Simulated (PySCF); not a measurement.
Labels have come off several samples. The candidates:

A. `N1=C(OC)N=NC=C1`
B. `C=Cc1cc(C)[pH]c1OC`
C. SMILES C[P@](=O)(O)c1ccncc1
D. SMILES C=C[Si@H](C=O)C(=C)O[SiH3]
E. `InChI=1S/C7H12OSi/c8-3-6-4-9-7-1-5(6)2-7/h4-5,7-8H,1-3,9H2/t5-,7+`

Spectrum 1. 13C{1H} NMR (computed): δ 175.9 (C), 141.1 (CH), 136.5 (C), 135.1 (CH), 131.9 (C), 114.0 (CH2), 60.6 (CH3), 21.0 (CH3).

Spectrum 2. 13C{1H} NMR (computed): δ 155.8 (CH), 149.2 (C), 128.9 (CH), 21.5 (CH3).

Spectrum 3. 13C{1H} NMR (computed): δ 243.4 (CH), 170.7 (C), 144.9 (CH2), 138.0 (CH), 108.1 (CH2).

Spectrum 4. 13C{1H} NMR (computed): δ 171.0 (C), 155.2 (CH), 150.7 (CH), 58.2 (CH3).

Spectrum 5. 13C{1H} NMR (computed): δ 184.6 (C), 115.5 (CH), 75.3 (CH2), 36.5 (CH2), 35.6 (CH), 17.0 (CH).

Computed data (PySCF 2.14.0 with density-fitted response routines): GFN2-xTB structure, shielding tensors at PBE0/pcSseg-1 (GIAO). A single conformation, no solvent model, one averaged value for each set of equivalent atoms, non-relativistic Hamiltonian.

Chemical shifts δ = σref − σ; TMS for 13C (186.93 ppm), all at this level. Splittings of carbon signals by F and P are missing where no couplings were computed. Shifts are as computed. Against solution values, carbons near 30 ppm lie about +3 ppm off and those near 130 ppm about +5 ppm. Of 1211 compounds with measured shifts, 218 miss one by over three times the rms of a fit or turn the order of signals round; such compounds aren't used in these exercises.

Which spectrum belongs to which compound?

Results:

1–B, 2–C, 3–D, 4–A, 5–E.

- Spectrum 1 (B): 8 13C signals; δC 135.1 is an alkene CH; δC 114.0 is a terminal =CH2 carbon.
- Spectrum 2 (C): 4 13C signals; δC 155.8 is an aromatic CH next to a ring nitrogen; δC 128.9 is an aromatic CH.
- Spectrum 3 (D): 5 13C signals; δC 170.7 is an alkene carbon bearing oxygen; δC 144.9 is a terminal =CH2 carbon.
- Spectrum 4 (A): 4 13C signals; δC 171.0 is an aromatic carbon bearing oxygen; δC 155.2 is an aromatic CH next to a ring nitrogen.
- Spectrum 5 (E): 6 13C signals; δC 115.5 is an alkene CH; δC 75.3 is an allylic sp3 CH2 bonded to O.
